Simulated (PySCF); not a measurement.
# Two-component Hartree-Fock for In¹⁸⁺ (indium, charge +18)

Start: [Ar] 3d10 4s2 4p1; 4p1/2 filled at m_j = +1/2. Calculated with PySCF 2.14 in an even-tempered Gaussian basis (18 s from 1 bohr⁻², ratio 2.8; 13 p from 1.4 bohr⁻², ratio 2.8; 8 d from 2.4 bohr⁻², ratio 2.8; 4 f from 7 bohr⁻², ratio 3): generalised Hartree-Fock with the X2C-1e Hamiltonian and a Gaussian nucleus; one run each with spin-orbit coupling (SO) switched off, then screened by Boettger's factors.

```
spinor shell  electrons  ε, spin-free (eV)  ε, screened SO (eV)  weight of nominal j (screened SO)  rms radius, screened SO (bohr)
       1s1/2          2           -28574.8             -28572.0                              1.000                          0.0340
       2s1/2          2            -4780.1              -4778.9                              1.000                           0.139
       2p1/2          2            -4333.6              -4480.3                              1.000                           0.120
       2p3/2          4            -4333.6              -4265.8                              1.000                           0.125
       3s1/2          2            -1315.0              -1314.4                              1.000                           0.367
       3p1/2          2            -1164.3              -1192.6                              1.000                           0.360
       3d3/2          4            -935.04              -939.70                              1.000                           0.343
       3d5/2          6            -935.04              -931.06                              1.000                           0.346
       4s1/2          2            -531.03              -530.76                              0.999                           0.802
       4p1/2          1            -484.49              -491.37                              1.000                           0.834
```

(1) Where does 3p3/2 lie, and what is the 3p spin-orbit splitting (screened SO)?

| quantity | spin-free | screened SO |
| --- | --- | --- |
| E (hartree) | -5747.95335 | -5749.46993 |
| M_J | 1/2 | 1/2 |
| ⟨J²⟩ | 1.091 | 0.754 |
| ⟨L²⟩ | 2.011 | 2.019 |
| ⟨S²⟩ | 0.754 | 0.763 |

Each row is a mean over spinors that exchange with the open shell spreads, by up to 3.284 eV (3p1/2).

Breit and QED terms are absent; they matter most for the inner s and p1/2 levels.

Densities and radii are taken from the X2C orbitals without a picture-change correction, which distorts them close to the nucleus.

Without spin-orbit coupling the j labels of p, d and f shells carry no meaning; the spin-free column gives the mean over the occupied spinors of each nl shell, and its ⟨J²⟩ belongs to a mixture of degenerate components.

Answers

(1) At -1150.6 eV, 42.011 eV above 3p1/2.
